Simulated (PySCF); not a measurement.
Atomic charges against the basis set

Species: triethylborane, C6H15B.
Bonds: C1–C2, C2–B3, B3–C4, C4–C5, B3–C6, C6–C7. Hydrogens: H8, H9, H10 on C1; H11, H12 on C2; H13, H14 on C4; H15, H16, H17 on C5; H18, H19 on C6; H20, H21, H22 on C7.

PBE0 throughout (PySCF), one geometry, spherical d and f functions. The structure is a single PBE0-D3(BJ)/def2-SVP conformer in the gas phase; no vibrational or solvent corrections. Atoms taken as equivalent share a column and are averaged.

Mulliken charges (e):

| basis | functions | C1/C5/C7 | C2/C4/C6 | B3 | H8 (×9) | H11 (×6) |
| --- | --- | --- | --- | --- | --- | --- |
| STO-3G | 50 | -0.230 | -0.246 | +0.336 | +0.074 | +0.071 |
| pcSseg-0 | 93 | -0.664 | -0.901 | +1.189 | +0.229 | +0.240 |
| 6-31G | 93 | -0.512 | -0.534 | +0.693 | +0.165 | +0.160 |
| 6-31G* | 128 | -0.543 | -0.481 | +0.511 | +0.174 | +0.166 |
| cc-pVDZ | 173 | -0.105 | -0.097 | +0.040 | +0.043 | +0.030 |
| def2-SVP | 173 | -0.092 | -0.102 | -0.071 | +0.042 | +0.045 |
| pcSseg-1 | 194 | -0.311 | -0.467 | +0.535 | +0.117 | +0.125 |
| 6-311+G(2d,p) | 279 | -0.674 | -0.317 | +0.769 | +0.151 | +0.141 |
| aug-cc-pVDZ | 296 | +0.335 | +0.658 | +0.568 | -0.172 | -0.333 |
| def2-TZVP | 307 | -0.375 | -0.255 | +0.080 | +0.126 | +0.113 |

IAO charges (e):

```json
{"basis": "STO-3G", "functions": "50", "C1/C5/C7": "-0.381", "C2/C4/C6": "-0.375", "B3": "+0.311", "H8 (×9)": "+0.129", "H11 (×6)": "+0.133"}
{"basis": "pcSseg-0", "functions": "93", "C1/C5/C7": "-0.406", "C2/C4/C6": "-0.404", "B3": "+0.332", "H8 (×9)": "+0.138", "H11 (×6)": "+0.143"}
{"basis": "6-31G", "functions": "93", "C1/C5/C7": "-0.415", "C2/C4/C6": "-0.400", "B3": "+0.342", "H8 (×9)": "+0.139", "H11 (×6)": "+0.141"}
{"basis": "6-31G*", "functions": "128", "C1/C5/C7": "-0.394", "C2/C4/C6": "-0.390", "B3": "+0.346", "H8 (×9)": "+0.133", "H11 (×6)": "+0.135"}
{"basis": "cc-pVDZ", "functions": "173", "C1/C5/C7": "-0.393", "C2/C4/C6": "-0.391", "B3": "+0.344", "H8 (×9)": "+0.132", "H11 (×6)": "+0.136"}
{"basis": "def2-SVP", "functions": "173", "C1/C5/C7": "-0.383", "C2/C4/C6": "-0.385", "B3": "+0.340", "H8 (×9)": "+0.129", "H11 (×6)": "+0.134"}
{"basis": "pcSseg-1", "functions": "194", "C1/C5/C7": "-0.393", "C2/C4/C6": "-0.394", "B3": "+0.344", "H8 (×9)": "+0.133", "H11 (×6)": "+0.137"}
{"basis": "6-311+G(2d,p)", "functions": "279", "C1/C5/C7": "-0.407", "C2/C4/C6": "-0.402", "B3": "+0.349", "H8 (×9)": "+0.137", "H11 (×6)": "+0.140"}
{"basis": "aug-cc-pVDZ", "functions": "296", "C1/C5/C7": "-0.405", "C2/C4/C6": "-0.400", "B3": "+0.347", "H8 (×9)": "+0.136", "H11 (×6)": "+0.140"}
{"basis": "def2-TZVP", "functions": "307", "C1/C5/C7": "-0.407", "C2/C4/C6": "-0.402", "B3": "+0.350", "H8 (×9)": "+0.137", "H11 (×6)": "+0.140"}
```

Some averages cover members that differ in this geometry, most widely: H11 (×6), Mulliken in aug-cc-pVDZ -0.509 to -0.141; H8 (×9), Mulliken in aug-cc-pVDZ -0.244 to -0.106; C1/C5/C7, Mulliken in aug-cc-pVDZ +0.283 to +0.415; C2/C4/C6, Mulliken in 6-311+G(2d,p) -0.351 to -0.266 e.

Problem. Which scheme is steadiest as the basis changes?

Solution. Largest range over the bases for any column: IAO 0.04 e, Mulliken 1.56 e. IAO charges move least and Mulliken charges most, counted in e. Without the minimal STO-3G basis the ranges are IAO 0.03, Mulliken 1.56 e.

Problem. How much do the charges still move between the two largest bases, aug-cc-pVDZ and def2-TZVP?

Solution. At most, over all atoms: Mulliken 0.931 e, IAO 0.003 e.

Problem. What do the same runs give for the total energy, the frontier levels and the dipole moment?

Solution. 
```tsv
basis	energy (Eh)	HOMO (eV)	LUMO (eV)	μ (D)
STO-3G	-259.1179	-6.46	2.54	0.15
pcSseg-0	-261.6182	-8.00	-0.28	0.13
6-31G	-262.1346	-7.66	0.08	0.12
6-31G*	-262.1877	-7.65	0.02	0.12
cc-pVDZ	-262.2044	-7.74	-0.19	0.10
def2-SVP	-262.0092	-7.81	-0.20	0.11
pcSseg-1	-262.1591	-7.89	-0.34	0.10
6-311+G(2d,p)	-262.2667	-7.86	-0.40	0.10
aug-cc-pVDZ	-262.2190	-7.82	-0.42	0.10
def2-TZVP	-262.2839	-7.84	-0.32	0.11
```
